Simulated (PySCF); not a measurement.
## Ionisation energy of Pt⁶⁶⁺ by level of theory

Pt⁶⁶⁺ [Ne] 3s2 → Pt⁶⁷⁺ [Ne] 3s1 [3s1/2^1, M_J = 1/2], as a difference of total energies. All numbers are calculated (PySCF 2.14, the two-component X2C-1e Hamiltonian, in an uncontracted even-tempered set (17 s from 23 bohr⁻², ratio 2.4; 14 p from 29 bohr⁻², ratio 2.4; 4 d from 95 bohr⁻², ratio 2.6; 4 f from 140 bohr⁻², ratio 2.6)). Correlated levels: 1s2 frozen; the 46 highest virtual spinors dropped. "Screened" scales the spin-orbit matrix elements by Boettger's factors to mimic the two-electron term; Breit and QED terms are absent.

| method | ionisation energy (eV) |
| --- | --- |
| GHF (spin-free) | 7965.9 |
| GMP2 (spin-free) | 7969.2 |
| GHF (screened spin-orbit) | 7965.0 |
| GMP2 (screened spin-orbit) | 7968.9 |

Q: How much does correlation contribute at GMP2 (screened spin-orbit)?

A: 7968.9 − (7965.0) = 3.9 eV, measured against GHF (screened spin-orbit).

Breit and QED terms and the two-electron picture change are absent.

For comparison: 7960 ± 40 eV (theoretical estimate listed by NIST; NIST Atomic Spectra Database, ionization energies).
